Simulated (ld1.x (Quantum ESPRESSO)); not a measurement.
# Reading a pseudo-wave (Li (Z = 3))

Columns: radius, all-electron u(r) and pseudo u(r) of the 2s shell (level -2.88 eV) of lithium in the configuration 1s2 2s1 2p0; LDA (PZ), scalar-relativistic, PAW scheme, ld1.x (Quantum ESPRESSO) 7.5.

```
r (bohr)  all-electron   pseudo
   0.240        0.1863   0.1989
   0.480        0.1568   0.2015
   0.720        0.0579   0.0711
   0.960       -0.0558  -0.0557
   1.200       -0.1631  -0.1631
   1.440       -0.2562  -0.2562
   1.680       -0.3333  -0.3333
   1.920       -0.3948  -0.3948
   2.160       -0.4418  -0.4418
   2.400       -0.4757  -0.4757
   2.640       -0.4980  -0.4980
   2.880       -0.5103  -0.5103
   3.120       -0.5141  -0.5141
   3.360       -0.5109  -0.5109
   3.600       -0.5018  -0.5018
   3.840       -0.4882  -0.4882
   4.080       -0.4711  -0.4711
   4.320       -0.4513  -0.4513
   4.560       -0.4297  -0.4297
   4.800       -0.4069  -0.4069
   5.040       -0.3834  -0.3834
   5.280       -0.3597  -0.3597
   5.520       -0.3362  -0.3362
   5.760       -0.3131  -0.3131
   6.000       -0.2906  -0.2906
   6.240       -0.2690  -0.2690
```

(1) How many radial nodes do the two functions have?

(2) At about which radius was the pseudo-wave matched?

(3) Is the pseudo-wave norm-conserving?

Results:

(1) The all-electron 2s function has n − l − 1 = 1; the pseudo-wave has 1, since 1 lower shell of the same l stays in the valence.

(2) 1.05 bohr, where the columns begin to agree (steps of 0.24 bohr).

(3) No, it belongs to a PAW set: the norm inside the radius is not constrained, and the difference is carried by the augmentation charge.
